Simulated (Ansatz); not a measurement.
Cost and result for the atomization energy of `O/C=[CH]\[AlH2]` (9 atoms, 8 bonds).

```xyz
9

O     1.674   -0.261    0.799
C     1.113   -0.596   -0.372
C    -0.135   -0.316   -0.784
Al   -1.402    0.658    0.269
H     1.034    0.233    1.333
H     1.831   -1.151   -0.974
H    -0.367   -0.693   -1.776
H    -0.872    1.129    1.704
H    -2.875    0.997   -0.200
```

The species carries charge 0 and has multiplicity 1. Geometry: relaxed with PBE0-D4/def2-TZVP. It is one conformer, not always the lowest. Program: Ansatz. All runs use 2 threads of an Arm Neoverse V1 on a shared host. Times are those of one run each, without the atoms' runs, and a repeat can differ threefold. Electronic energies, without spin–orbit coupling; frozen cores. CCSD(T)/CBS adds CCSD(T) − MP2 in def2-TZVPP to the MP2 limit, and its time is that of the two runs behind it. T1 = 0.013.

CCSD(T)/CBS is a level of theory with its own doubt, some kJ/mol a heavy atom from the limit and from the frozen cores, so smaller differences don't rank the functionals.

| level | functions | wall time |
| --- | --- | --- |
| LDA (SPW92)/def2-TZVPP | 205 | 1.4 s |
| revPBE-D4/def2-TZVPP | 205 | 2.4 s |
| CCSD(T)/def2-SVP | 85 | 2.8 s |
| BHLYP-D4/def2-TZVPP | 205 | 3 s |
| CAM-B3LYP-D4/def2-TZVPP | 205 | 3.4 s |
| r2SCANh-D4/def2-TZVPP | 205 | 6 s |
| PBE-QIDH/def2-TZVPP | 205 | 6 s |
| ωB97X-V/def2-TZVPP | 205 | 9.5 s |
| B97M-V/def2-TZVPP | 205 | 11 s |
| ωB97M-V/def2-TZVPP (with forces) | 205 | 13 s |
| MP2/def2-QZVPP | 391 | 21 s |
| CCSD(T)/def2-TZVPP | 205 | 69 s |
| CCSD(T)/CBS(def2) | – | 89 s |

Q: What atomization energy does each give, and how far from CCSD(T)/CBS? (Estimate.)

A: Computed: 
```json
{"level": "LDA (SPW92)/def2-TZVPP", "atomization (kJ/mol)": "3721.2", "difference from CCSD(T)/CBS": "480.3", "per bond": "60.0"}
{"level": "revPBE-D4/def2-TZVPP", "atomization (kJ/mol)": "3228.0", "difference from CCSD(T)/CBS": "-12.9", "per bond": "-1.6"}
{"level": "CCSD(T)/def2-SVP", "atomization (kJ/mol)": "3077.7", "difference from CCSD(T)/CBS": "-163.2", "per bond": "-20.4"}
{"level": "BHLYP-D4/def2-TZVPP", "atomization (kJ/mol)": "3134.8", "difference from CCSD(T)/CBS": "-106.1", "per bond": "-13.3"}
{"level": "CAM-B3LYP-D4/def2-TZVPP", "atomization (kJ/mol)": "3253.4", "difference from CCSD(T)/CBS": "12.5", "per bond": "1.6"}
{"level": "r2SCANh-D4/def2-TZVPP", "atomization (kJ/mol)": "3232.4", "difference from CCSD(T)/CBS": "-8.5", "per bond": "-1.1"}
{"level": "PBE-QIDH/def2-TZVPP", "atomization (kJ/mol)": "3214.1", "difference from CCSD(T)/CBS": "-26.8", "per bond": "-3.3"}
{"level": "ωB97X-V/def2-TZVPP", "atomization (kJ/mol)": "3245.2", "difference from CCSD(T)/CBS": "4.3", "per bond": "0.5"}
{"level": "B97M-V/def2-TZVPP", "atomization (kJ/mol)": "3273.3", "difference from CCSD(T)/CBS": "32.4", "per bond": "4.1"}
{"level": "ωB97M-V/def2-TZVPP (with forces)", "atomization (kJ/mol)": "3250.7", "difference from CCSD(T)/CBS": "9.8", "per bond": "1.2"}
{"level": "MP2/def2-QZVPP", "atomization (kJ/mol)": "3262.5", "difference from CCSD(T)/CBS": "21.6", "per bond": "2.7"}
{"level": "CCSD(T)/def2-TZVPP", "atomization (kJ/mol)": "3156.5", "difference from CCSD(T)/CBS": "-84.4", "per bond": "-10.5"}
{"level": "CCSD(T)/CBS(def2)", "atomization (kJ/mol)": "3240.9", "difference from CCSD(T)/CBS": "0.0", "per bond": "0.0"}
```

From r2SCAN to r2SCAN0 (25 % exact exchange), in def2-TZVPP and without D4, the atomization energy moves by −61.1 kJ/mol: exact exchange takes away binding that semilocal exchange gives to molecules. The D4 term adds +24.3 kJ/mol with B3LYP and +12.6 kJ/mol with PBE0; it sums over pairs of atoms, weighted by their polarisabilities, and B3LYP, whose exchange is more repulsive, gets the larger term. In def2-TZVPP, CCSD(T) changes the Hartree–Fock value by +818.8 kJ/mol (the triples alone add +52.6 kJ/mol) and MP2 by +874.8 kJ/mol; breaking electron pairs costs correlation energy, which Hartree–Fock lacks.

B3LYP here is the variant with VWN-RPA as its local correlation; programs differ in this.
